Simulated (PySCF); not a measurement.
## Working out the ionisation energy of Kr+

Kr+ [Ar] 3d10 4s2 4p5 (2P) → Kr(2+) [Ar] 3d10 4s2 4p4 (3P). All numbers are calculated (PySCF 2.14, scalar relativity by spin-free X2C-1e, in cc-pVTZ-DK (6s5p3d1f, 43 functions)). Frozen: [Ar] 3d10. Energies in hartree (1 hartree = 27.21139 eV):

```
            part   Kr+ (lower)  Kr(2+) (upper)
             UHF  -2787.693426    -2786.839788
CCSD correlation     -0.157013       -0.126889
             (T)     -0.003944       -0.002916
```

Q: What does Hartree-Fock give?

A: (-2786.839788) − (-2787.693426) = 0.853638 hartree = 23.229 eV.

Q: What do CCSD and CCSD(T) give?

A: The CCSD correlation energies differ by 0.030124 hartree = 0.820 eV and the triples by 0.001028 hartree = 0.028 eV, so CCSD gives 24.049 eV and CCSD(T) 24.077 eV.

Reference: 24.360 eV (measured; NIST Atomic Spectra Database, ionization energies), between the lowest levels; spin-orbit coupling is absent from the calculation.

What remains against the reference includes basis incompleteness, the frozen core and higher excitations.
